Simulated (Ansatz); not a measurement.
Geometry optimisation, Ansatz, RKS PBE-D4/def2-SVP.

Input file:

```yaml
crystal:
  periodic: [false, false, false]
  atoms:
    - { symbol: B, position_ang: [-0.007487, 0.265061, -0.03484] }
    - { symbol: F, position_ang: [-0.008321, 0.429868, 1.289108] }
    - { symbol: H, position_ang: [1.068147, 0.242331, -0.603678] }
    - { symbol: H, position_ang: [-1.085043, 0.197668, -0.597325] }
    - { symbol: Br, position_ang: [0.112181, -2.808724, 0.98101] }
    - { symbol: H, position_ang: [0.065224, -1.609404, 1.888025] }
basis:
  gaussian: { orbitals: def2-SVP }
hamiltonian:
  xc: pbe
  dispersion: d4
relax:
  f_tol: 0.03
  max_steps: 50
output:
  orbitals: {}
```

Command:

```bash
$ ansatz run input.yaml --threads 1 --pin off --max-ram 2048MiB --backend cpu --events-out ev --progress --plain --runs-dir out
```

Question: Where does it end, and by what steps?

Answer: The forces met the threshold. After 12 steps the energy has fallen by 0.084 eV; H6 moved furthest, 0.42 Å.

| step | energy less start (eV) | largest force component (eV/Å) | accepted |
| --- | --- | --- | --- |
| 0 | 0.0000 | 1.169 | yes |
| 1 | -0.0089 | 1.114 | yes |
| 2 | -0.0413 | 1.022 | yes |
| 3 | -0.0651 | 0.397 | yes |
| 4 | -0.0683 | 0.338 | yes |
| 5 | -0.0728 | 0.280 | yes |
| 6 | -0.0772 | 0.180 | yes |
| 7 | -0.0402 | 1.181 | no |
| 8 | -0.0796 | 0.182 | yes |
| 9 | -0.0735 | 0.321 | no |
| 10 | -0.0830 | 0.041 | yes |
| 11 | -0.0836 | 0.070 | yes |
| 12 | -0.0839 | 0.005 | yes |

```xyz
6
Properties=species:S:1:pos:R:3
B -0.006 0.266 -0.045
F -0.017 0.724 1.212
H 1.074 0.166 -0.598
H -1.082 0.096 -0.591
Br 0.091 -2.581 0.826
H 0.084 -1.955 2.119
```

Whether the end is a true minimum wasn't checked by a vibrational analysis.

The run took 21 s on 1 thread of Arm Neoverse V2, on a shared host, peak memory 0.14 GiB.
